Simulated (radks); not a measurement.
Values are calculated unless marked as measured or tabulated.
Numerical settings for the krypton ion Kr+, [Ar] 3d10 4s2 4p5. Code: a radial shooting solver on a logarithmic mesh with Libxc functionals. Model: scalar-relativistic Kohn-Sham, PBE, spin-polarised, spherical densities, finite nucleus; open shells are filled with parallel spins first; Fermi nuclear charge, rms radius 4.1884 fm. The defaults (mesh step 0.008 in ln r, mesh end at 40 bohr or more with all orbitals vanishing there, Anderson mixing 0.5 over 9 steps, residual threshold near 1e-9 with the energy settled to 1e-9 hartree or 1e-11 of itself, here a cap of 54 iterations) give E = -2789.7244 hartree and 4p at -19.080 eV in 15 iterations. Run on one thread of a shared host, so times are rough (Arm Neoverse V1): 0.18 s of CPU time, 0.18 s wall, 15 iterations on 2259 mesh points. One setting is changed at a time: mesh step in ln r 0.003; mesh step in ln r 0.12; mesh step in ln r 0.03; mesh end (bohr) 20; mesh end (bohr) 400; residual threshold 1e-13; residual threshold 1e-05; mixing 0.05; linear mixing, mixing 0.2; linear mixing, mixing 0.8; mixing history 3; iteration cap 3. Which runs fail to converge, and which converge to a wrong energy?

Answer. Not converged within the cap: mesh step in ln r 0.12; residual threshold 1e-13; linear mixing, mixing 0.2; linear mixing, mixing 0.8; iteration cap 3. No run marked as converged misses the energy by more than 1 mhartree.
